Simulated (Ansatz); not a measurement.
Hf₂N₂⁺, relaxed as a doublet with UKS r2SCAN-D4/def2-TZVP in Ansatz, starting from the r2SCAN-D4/def2-TZVP geometry of the neutral singlet. Force threshold 0.02 eV/Å.

In the def2 sets Hf takes a core potential; there is no spin–orbit coupling. The relaxation made no stability test and no search for a lower SCF solution. No other spin state of charge 1 was run. The structure comes from a short search, and lower isomers may exist.

Start:

```csv
atom,x (Å),y (Å),z (Å)
Hf1,0.544,1.275,0.122
Hf2,-0.545,-1.275,-0.121
N3,-1.031,0.503,-0.659
N4,1.032,-0.503,0.658
```

```csv
step,energy (eV),largest force component (eV/Å),SCF passes
1,-5588.1449,0.446,26
2,-5588.1516,0.136,28
3,-5588.1517,0.168,28
4,-5588.1523,0.005,31
5,-5588.1523,0.008,20
6,-5588.1523,0.020,36
7,-5588.1525,0.080,31
8,-5588.1532,0.117,33
9,-5588.1535,0.117,37
10,-5588.1542,0.027,31
11,-5588.1542,0.024,30
12,-5588.1543,0.003,29
13,-5588.1543,0.001,19
```

Force components are those of the run's own axes.

End:

Cartesian coordinates in Å:
```
Hf 0.5405 1.2658 0.1203
Hf -0.5466 -1.2800 -0.1216
N -1.0182 0.5051 -0.6513
N 1.0243 -0.4909 0.6526
```

By distances, no bond broke or formed. The bond that changes most is Hf1–N4, from 1.92 to 1.90 Å (atoms count from 1).

The force fell under the threshold at step 4, but the optimiser went on. No frequencies were taken in this run, so the end may be a saddle point.

Run time 51 s (4 threads of Arm Neoverse V1 on a shared host).
